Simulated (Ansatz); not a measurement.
```yaml
crystal:
  periodic: [false, false, false]
  atoms:
    - {symbol: F, position_ang: [-2.402205, 0.286001, 0.656293]}
    - {symbol: Si, position_ang: [-0.849032, 0.056849, 1.148009]}
    - {symbol: F, position_ang: [-0.737902, -1.352481, 1.989478]}
    - {symbol: F, position_ang: [-0.381524, 1.310578, 2.105216]}
    - {symbol: Sn, position_ang: [0.757356, -0.063735, -1.006947]}
    - {symbol: F, position_ang: [0.718351, 1.578541, -2.128414]}
    - {symbol: F, position_ang: [2.677797, -0.331052, -0.563485]}
    - {symbol: F, position_ang: [0.313968, -1.544657, -2.258531]}
basis:
  gaussian: {orbitals: def2-mTZVP, fitting: {mean_field: def2-universal-jkfit}, nuclear_model: gaussian}
hamiltonian: {xc: {name: HSE06}, dispersion: d3bj}
output: {forces: true}
```

```sh
$ ansatz run in.yaml --threads 8 --pin off --events-out ev --progress --plain --max-ram 18278MiB
```

Output, abridged:

```
Functional definition: HSE06
808 factors; integrals over basis functions are off by at most 1.6e0 eV
808 factors; integrals over basis functions are off by at most 1.8e-7 eV
mean field evaluation 1: about -29994.3968 eV, gradient 8.4e1 eV
mean field evaluation 2: about -29947.2983 eV, gradient 1.9e2 eV
mean field evaluation 4: about -30004.8847 eV, gradient 1.1e1 eV
mean field evaluation 8: about -30005.0417 eV, gradient 7.8e-2 eV
mean field -30005.04173497 eV, -1102.6649456123 hartree, gradient 4.0e-5 eV, S^2 0.000000; 0 other end points of the search recorded, 0 dependent functions left out
reference -30005.04178082 eV, -1102.6649472973 hartree; 45, 45 occupied and 127, 127 virtual orbitals, 808 factors
Total energy: -30005.17238813 eV, -1102.6697470275 hartree
Atom 0 at    -2.402205     0.286001     0.656293 Å, force     2.260934    -0.334082     0.729376 eV/Å
Atom 1 at    -0.849032     0.056849     1.148009 Å, force    -0.836665     0.063216     1.121486 eV/Å
Atom 2 at    -0.737902    -1.352481     1.989478 Å, force    -0.170331     2.059732    -1.218378 eV/Å
Atom 3 at    -0.381524     1.310578     2.105216 Å, force    -0.691313    -1.831106    -1.387567 eV/Å
Atom 4 at     0.757356    -0.063735    -1.006947 Å, force     0.770420    -0.056224    -1.033349 eV/Å
Atom 5 at     0.718351     1.578541    -2.128414 Å, force    -0.008669    -1.377054     0.998061 eV/Å
Atom 6 at     2.677797    -0.331052    -0.563485 Å, force    -1.655637     0.227589    -0.317321 eV/Å
Atom 7 at     0.313968    -1.544657    -2.258531 Å, force     0.331260     1.247929     1.107693 eV/Å
Dipole moment:    -0.390117     0.028392     0.523619 e Å
```

It took 1.6 s on 8 threads of an Arm Neoverse V2 on a shared host, with 0.67 GiB of host memory at the peak.
